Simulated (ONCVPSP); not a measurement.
## cadmium (Cd), ONCV: configuration errors across variants

ONCVPSP 4.0.1 input, shortened (lines: element, Z, core and valence counts, functional; n l f; lmax; l rc ep ncon nbas qcut; lloc lpopt rc5 dvloc0; l nproj debl; icmod fcfact rcfact), PBE, scalar-relativistic:

```
  Cd 48.00    6    5        4      upf
    1    0    2.00
    2    0    2.00
    2    1    6.00
    3    0    2.00
    3    1    6.00
    3    2   10.00
    4    0    2.00
    4    1    6.00
    4    2   10.00
    5    0    1.00
    5    1    1.00
    2
    0    1.65    0.00    3    6    5.60
    1    1.45    0.00    5    9    9.90
    2    1.15    0.00    4    7    9.90
    4    5    0.85    2.00
    0    2    3.50
    1    2    0.90
    2    2    1.40
    3    3.75    1.60
```

All-electron excitation energies from the reference (eV): (1) 4s2 4p6 4d10 5s2 5p0 -4.666; (2) 4s2 4p6 4d10 5s1 5p0 4.607; (3) 4s2 4p6 4d10 5s0 5p0 21.733; (4) 4s2 4p6 4d10 5s0 5p2 5.005.

A true bound ghost makes a file unfit for plane-wave use even where its test errors are small: the radial tests pick states by their node count and pass the ghost by.

Errors AE − PS in meV (a dash: test not solved or not reliable):

| change | (1) | (2) | (3) | (4) | bound ghosts | GHOST(+) flags above zero |
| --- | --- | --- | --- | --- | --- | --- |
| base | -0.7 | -0.8 | -6.0 | -2.0 | none | s |
| d: qcut 5.8 | -0.8 | -0.8 | -6.5 | -2.1 | d | s |
| d: rc 0.8; local potential polynomial inside 0.80 bohr (lpopt 5, dvloc0 2 Ha) | -0.6 | -0.8 | -5.7 | -1.9 | d | s, d |
| all radii but the core radius scaled by about 0.93 (s 1.54, p 1.34, d 1.08 bohr); local potential polynomial inside 0.80 bohr (lpopt 5, dvloc0 2 Ha) | -0.6 | -0.8 | -5.8 | -1.9 | none | s |
| local potential polynomial inside 0.85 bohr (lpopt 5, dvloc0 9.5 Ha) | -0.7 | -0.8 | -6.1 | -2.0 | none | s |
| s: qcut 5.7; p: qcut 10.1; d: qcut 10.1 | -0.7 | -0.8 | -6.0 | -2.0 | none | s |
| core correction Teter function, fcfact 3.75, rcfact 1.28 | -0.6 | -0.8 | -5.7 | -1.8 | none | s |

**Question.** Give the same row for: local potential polynomial inside 0.75 bohr (lpopt 5, dvloc0 4 Ha).

**Answer.** -0.6, -0.8, -6.0, -2.0; bound ghosts: none; GHOST(+) flags above zero: s.
